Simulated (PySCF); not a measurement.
C₂H₅O, SMILES [CH2]OC, multiplicity 2.

Geometry: B3LYP-D3(BJ)/def2-TZVP. The isomer is the one that the SMILES or the coordinates give; other isomers of the formula were not compared.

The numbers are results of TDA-LC-ωPBE/def2-SVPD run with PySCF, not measurements.

Vertical excitations. Isolated molecule, no solvent.

Computed excitation energies, oscillator strengths and character:
| state | energy (eV) | λ (nm) | f | main pairs |
|---|---|---|---|---|
| root 1 | 5.36 | 231 | 0.027 | α HOMO→LUMO 65 %, α HOMO→LUMO+1 23 % |
| root 2 | 6.13 | 202 | 0.002 | α HOMO→LUMO+2 40 %, α HOMO→LUMO+4 22 %, α HOMO→LUMO+1 19 %, α HOMO→LUMO+3 6 % |
| root 3 | 6.55 | 189 | 0.023 | β HOMO→LUMO 57 %, β HOMO−1→LUMO 26 % |
| root 4 | 6.77 | 183 | 0.003 | α HOMO→LUMO+1 39 %, α HOMO→LUMO+2 27 %, α HOMO→LUMO 19 % |
| root 5 | 6.98 | 178 | 0.031 | α HOMO→LUMO+3 30 %, α HOMO→LUMO+1 7 %, β HOMO−1→LUMO 26 %, β HOMO→LUMO 14 % |
| root 6 | 7.07 | 175 | 0.021 | α HOMO→LUMO+4 30 %, α HOMO→LUMO+2 6 %, α HOMO→LUMO+6 6 %, α HOMO→LUMO 6 %, β HOMO−1→LUMO 26 % |
| root 7 | 7.55 | 164 | 0.026 | α HOMO→LUMO+3 29 %, α HOMO→LUMO+4 26 %, α HOMO→LUMO+6 18 %, β HOMO→LUMO 7 % |
| root 8 | 7.70 | 161 | 0.018 | α HOMO→LUMO+6 57 %, α HOMO→LUMO+3 20 %, β HOMO→LUMO 6 % |
| root 9 | 8.06 | 154 | 0.011 | α HOMO→LUMO+5 64 %, α HOMO→LUMO+2 16 % |
| root 10 | 8.47 | 146 | 0.052 | α HOMO→LUMO+7 80 % |
Unrestricted roots are not spin-pure.
